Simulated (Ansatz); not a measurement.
A nudged elastic band was laid between two geometries of Cl₂FH₄HfNO (10 atoms, charge 0, multiplicity 1).

Computed with Ansatz, RKS PBE-D4/def2-SVP.

| Property | Result |
| --- | --- |
| movable images | 7 |
| climbing image | yes |
| spring | 5.0 eV/Å² |
| optimiser | quadratic models (default) |
| start path | through a guess of the saddle point |
| force threshold | 0.03 eV/Å |
| iteration limit | 60 |
| end points | relaxed |

Initial state:

```xyz
10
Properties=species:S:1:pos:R:3
Hf 0.008 0.158 0.238
N -0.165 -0.081 2.273
H -1.056 0.050 2.768
H 0.384 -0.770 2.801
F 1.835 -0.003 -0.377
Cl -1.627 1.623 -0.674
Cl -0.771 -1.943 -0.556
O 1.040 2.148 1.098
H 1.993 2.231 0.896
H 0.977 1.842 2.033
```

Final state:

```xyz
10
Properties=species:S:1:pos:R:3
Hf 0.354 0.446 0.051
N -0.353 0.277 2.387
H -1.297 0.655 2.553
H -0.345 -0.688 2.745
F 1.023 0.666 -1.740
Cl -1.817 1.427 -0.224
Cl 0.599 -1.930 0.266
O 1.704 1.548 0.942
H 2.452 2.031 0.552
H 0.300 0.823 2.968
```

(1) What changes between the two ends?

(2) What energy profile does the band end with?

(3) What is the geometry of the highest image?

(4) What are the harmonic wavenumbers there?

## Answers

(1) Bonds broken: O8–H10. Bonds formed: N2–H10.

(2) It converged. The highest image is number 2 of 0 to 8, 2.2 kcal/mol above the first end and 27.9 kcal/mol above the last; the last end lies 25.8 kcal/mol below the first. A vibrational analysis at the climbing image gives one clearly imaginary mode, 459i cm⁻¹: a first-order saddle point. The orbitals stay closed-shell, which can raise the energy where a bond breaks towards radicals; this wasn't checked here.

```json
{"image": "0", "path coordinate (Å)": "0.00", "energy (kcal/mol)": "0.0", "O8–H10 (Å)": "0.99", "N2–H10 (Å)": "2.25"}
{"image": "1", "path coordinate (Å)": "0.50", "energy (kcal/mol)": "0.5", "O8–H10 (Å)": "1.01", "N2–H10 (Å)": "1.86"}
{"image": "2", "path coordinate (Å)": "0.99", "energy (kcal/mol)": "2.2", "O8–H10 (Å)": "1.11", "N2–H10 (Å)": "1.47"}
{"image": "3", "path coordinate (Å)": "1.65", "energy (kcal/mol)": "-13.4", "O8–H10 (Å)": "1.71", "N2–H10 (Å)": "1.06"}
{"image": "4", "path coordinate (Å)": "2.32", "energy (kcal/mol)": "-19.9", "O8–H10 (Å)": "2.08", "N2–H10 (Å)": "1.03"}
{"image": "5", "path coordinate (Å)": "2.98", "energy (kcal/mol)": "-22.8", "O8–H10 (Å)": "2.31", "N2–H10 (Å)": "1.03"}
{"image": "6", "path coordinate (Å)": "3.64", "energy (kcal/mol)": "-25.1", "O8–H10 (Å)": "2.50", "N2–H10 (Å)": "1.03"}
{"image": "7", "path coordinate (Å)": "4.31", "energy (kcal/mol)": "-25.8", "O8–H10 (Å)": "2.70", "N2–H10 (Å)": "1.03"}
{"image": "8", "path coordinate (Å)": "4.97", "energy (kcal/mol)": "-25.8", "O8–H10 (Å)": "2.57", "N2–H10 (Å)": "1.03"}
```

(3) 
```xyz
10
Properties=species:S:1:pos:R:3
Hf 0.063 0.285 0.121
N -0.070 0.122 2.290
H -0.998 0.222 2.727
H 0.372 -0.691 2.741
F 1.742 0.111 -0.797
Cl -1.615 1.616 -0.877
Cl -0.694 -1.942 -0.231
O 1.071 1.951 1.230
H 1.996 2.253 1.203
H 0.751 1.329 2.093
```

(4) 459i, 55, 98, 111, 131, 133, 181, 229, 329, 347, 355, 374, 557, 569, 621, 639, 683, 893, 1329, 1482, 1969, 3418, 3501, 3751 cm⁻¹.

Run time: 4.9 min on 4 threads of Arm Neoverse V2, on a shared host, peak memory 0.2 GiB.
